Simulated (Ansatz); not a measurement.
Consider the hydrogenolysis of a Ge–B bond: `[BH2][GeH]([CH3])[F]` + H₂ → `[CH3][GeH2][F]` + BH₃.

Program: Ansatz. Geometries: PBE0-D4/def2-TZVP. ΔE: electronic, gas phase. CCSD(T)/CBS adds triple-zeta CCSD(T) − MP2 to the extrapolated MP2 energy (def2 sets, frozen cores). This one scheme is used for every species. Functionals use def2-TZVPP. B3LYP here is the variant with VWN-RPA as its local correlation; programs differ in this. For Ge outer-core shells are correlated without core-valence functions, which leaves a few kJ/mol of doubt a bond. Scalar relativity is left out up to krypton.

```
             level  ΔE (kJ/mol)  difference from CCSD(T)/CBS
            PBE-D4        -16.6                          8.7
         r2SCAN-D4        -22.3                          3.0
           PBE0-D4        -23.9                          1.4
          B3LYP-D4        -27.9                         -2.6
           ωB97X-V        -30.2                         -4.9
           ωB97M-V        -30.1                         -4.8
            B2PLYP        -33.0                         -7.7
               PBE        -20.4                          4.9
            r2SCAN        -23.4                          1.9
              PBE0        -27.3                         -2.0
             B3LYP        -34.0                         -8.7
     HF/def2-TZVPP        -55.7                        -30.4
    MP2/def2-TZVPP        -28.6                         -3.3
SCS-MP2/def2-TZVPP        -34.1                         -8.8
   CCSD/def2-TZVPP        -32.6                         -7.3
CCSD(T)/def2-TZVPP        -28.5                         -3.2
     HF/def2-QZVPP        -56.8                        -31.5
    MP2/def2-QZVPP        -27.2                         -1.9
SCS-MP2/def2-QZVPP        -33.0                         -7.7
      HF/CBS(def2)        -57.0                        -31.7
     MP2/CBS(def2)        -25.4                         -0.1
    CCSD/CBS(def2)        -29.5                         -4.2
       CCSD(T)/CBS        -25.3                            0
```

Largest T1 diagnostic among the species: 0.011.

The D4 term adds +6.1 kJ/mol with B3LYP and +3.4 kJ/mol with PBE0; it sums over pairs of atoms, weighted by their polarisabilities, and B3LYP, whose exchange is more repulsive, gets the larger term. In def2-TZVPP, CCSD(T) changes the Hartree–Fock value by +27.2 kJ/mol (the triples alone add +4.1 kJ/mol) and MP2 by +27.1 kJ/mol.
